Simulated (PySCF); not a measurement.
Cyclopentadiene, SMILES C1=CCC=C1, PBE0/def2-SVP optimised geometry.

```
11

C      0.73     0.99     0.00
C      1.18    -0.29     0.00
C      0.00    -1.21     0.00
C     -1.18    -0.29     0.00
C     -0.73     0.99     0.00
H      1.36     1.88     0.00
H      2.22    -0.62     0.00
H      0.00    -1.88     0.88
H      0.00    -1.88    -0.88
H     -2.22    -0.62     0.00
H     -1.35     1.88     0.00
```

Density from PBE0/def2-TZVP (PySCF) at that geometry.

Minimum of the electron density along straight lines between bonded atoms, close to the bond critical point (lines longer than 1.1 times the sum of covalent radii, or with two minima, are not listed):

```
bond    length / Å  ρ at the minimum / e bohr⁻³  ∇²ρ there / e bohr⁻⁵  position (fraction from the first atom)
------  ----------  ---------------------------  --------------------  ---------------------------------------
C1–C2        1.351                        0.341                 -1.01                                     0.50
C2–C3        1.496                        0.261                 -0.67                                     0.50
C3–C4        1.496                        0.261                 -0.67                                     0.50
C1–C5        1.464                        0.277            (withheld)                                     0.50
C4–C5        1.351                        0.341                 -1.01                                     0.50
C1–H6        1.092                        0.280                 -0.98                                     0.65
C2–H7        1.091                        0.279                 -0.98                                     0.65
C3–H8        1.107                        0.265                 -0.87                                     0.64
C3–H9        1.107                        0.265                 -0.87                                     0.64
C4–H10       1.091                        0.279                 -0.98                                     0.65
C5–H11       1.092                        0.280                 -0.98                                     0.65
```

Problem. Complete the blanks.

Solution. 
- C1–C5, ∇²ρ there / e bohr⁻⁵: -0.74
